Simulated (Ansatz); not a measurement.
Geometry optimisation, RHF/def2-SVP in Ansatz 0.2.0.

Input:

```yaml
crystal:
  periodic: [false, false, false]
  atoms:
    - { symbol: W, position_ang: [0.286678, 0.268685, -0.342071] }
    - { symbol: H, position_ang: [0.122454, 0.126737, 2.569742] }
    - { symbol: H, position_ang: [1.440229, -0.655164, 0.415954] }
    - { symbol: H, position_ang: [-0.619419, 1.447525, 0.406904] }
    - { symbol: H, position_ang: [-1.326885, -0.085289, -0.06533] }
    - { symbol: H, position_ang: [-0.112322, -1.308456, 0.044452] }
    - { symbol: O, position_ang: [0.466926, 0.284993, -2.15883] }
    - { symbol: H, position_ang: [0.288097, 0.82021, -2.921687] }
    - { symbol: Cl, position_ang: [1.858642, 1.875158, 0.481728] }
    - { symbol: H, position_ang: [0.604499, 0.602602, 2.346139] }
basis:
  gaussian: { orbitals: def2-SVP }
hamiltonian:
  xc: hf
relax:
  f_tol: 0.03
  max_steps: 50
output:
  orbitals: {}
```

Command:

```bash
$ ansatz run input.yaml --threads 1 --pin off --max-ram 2048MiB --backend cpu --events-out ev --progress --plain --runs-dir out
```

Q: Where does it end, and by what steps?

A: It converged. After 6 steps the energy has fallen by 0.124 eV; H10 moved furthest, 0.62 Å.

```
step  energy less start (eV)  largest force component (eV/Å)  accepted
   0                  0.0000                           1.092       yes
   1                 -0.0851                           0.291       yes
   2                 -0.1109                           0.119       yes
   3                 -0.1163                           0.263       yes
   4                 -0.1213                           0.079       yes
   5                 -0.1233                           0.031       yes
   6                 -0.1238                           0.017       yes
```

```xyz
10
Properties=species:S:1:pos:R:3
W 0.328 0.323 -0.457
H -0.028 -0.053 2.981
H 1.488 -0.584 0.314
H -0.562 1.486 0.340
H -1.284 -0.028 -0.159
H -0.080 -1.236 0.003
O 0.433 0.246 -2.277
H 0.256 0.762 -3.051
Cl 1.959 1.985 0.139
H 0.497 0.477 2.943
```

Whether the end is a true minimum wasn't checked by a vibrational analysis.

Run time: 16 s on 1 thread of Intel(R) Xeon(R) Platinum 8488C (Sapphire Rapids) (shared host), peak memory 0.2 GiB.
